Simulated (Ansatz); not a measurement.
A nudged elastic band was laid between two geometries of F2H2S2Si (7 atoms, charge 0, multiplicity 1).

The calculation used UKS PBE/def2-SVP (Ansatz 0.2.0).

| Property | Result |
| --- | --- |
| movable images | 5 |
| climbing image | yes |
| spring | 5.0 eV/Å² |
| optimiser | quadratic models (default) |
| start path | through a guess of the saddle point |
| force threshold | 0.03 eV/Å |
| iteration limit | 60 |
| end points | relaxed |

Image 0:

```xyz
7
Properties=species:S:1:pos:R:3
Si -0.176 -0.364 0.453
S 1.342 -0.913 -0.937
S -1.035 1.559 0.134
H -1.196 1.330 -1.200
F -1.255 -1.576 0.364
F 0.343 -0.322 1.993
H 1.977 0.286 -0.806
```

Image 6:

```xyz
7
Properties=species:S:1:pos:R:3
Si -0.641 -0.160 0.805
S 0.782 -0.363 -1.303
S -1.642 1.520 0.701
H 0.245 0.783 -1.811
F -1.257 -1.658 0.626
F 0.681 -0.429 1.727
H 1.832 0.306 -0.745
```

Q: Which bonds break or form, and what moves?

A: Bonds broken: S3–H4. Bonds formed: S2–H4.

Q: Give the energies along the band, and the barrier.

A: The forces met the threshold. The highest image is number 4 of 0 to 6, 1.30 eV above the first end and 0.10 eV above the last; the last end lies 1.20 eV above the first. A vibrational analysis at the climbing image gives one clearly imaginary mode, 363i cm⁻¹: a first-order saddle point. The orbitals were unrestricted but ended closed-shell.

```json
{"image": "0", "path coordinate (Å)": "0.00", "energy (eV)": "0.00", "S3–H4 (Å)": "1.36", "S2–H4 (Å)": "3.40"}
{"image": "1", "path coordinate (Å)": "0.49", "energy (eV)": "0.03", "S3–H4 (Å)": "1.36", "S2–H4 (Å)": "3.05"}
{"image": "2", "path coordinate (Å)": "0.97", "energy (eV)": "0.18", "S3–H4 (Å)": "1.37", "S2–H4 (Å)": "2.54"}
{"image": "3", "path coordinate (Å)": "1.46", "energy (eV)": "0.80", "S3–H4 (Å)": "1.56", "S2–H4 (Å)": "1.92"}
{"image": "4", "path coordinate (Å)": "1.95", "energy (eV)": "1.30", "S3–H4 (Å)": "2.12", "S2–H4 (Å)": "1.47"}
{"image": "5", "path coordinate (Å)": "2.38", "energy (eV)": "1.23", "S3–H4 (Å)": "2.67", "S2–H4 (Å)": "1.38"}
{"image": "6", "path coordinate (Å)": "2.82", "energy (eV)": "1.20", "S3–H4 (Å)": "3.23", "S2–H4 (Å)": "1.36"}
```

Q: What is the geometry of the highest image?

A: 
```xyz
7
Properties=species:S:1:pos:R:3
Si -0.541 -0.226 0.644
S 0.832 -0.347 -1.329
S -1.449 1.499 0.209
H -0.035 0.835 -1.218
F -1.275 -1.676 0.619
F 0.597 -0.383 1.800
H 1.872 0.298 -0.723
```

Q: What are the harmonic wavenumbers there?

A: 363i, 106, 191, 196, 262, 274, 336, 469, 567, 609, 912, 920, 1040, 1662, 2606 cm⁻¹.

Run time: 2.2 min on 2 threads of AMD EPYC 7R43 64-Core Processor (Zen 3), with other jobs on the host, peak memory 0.19 GiB.
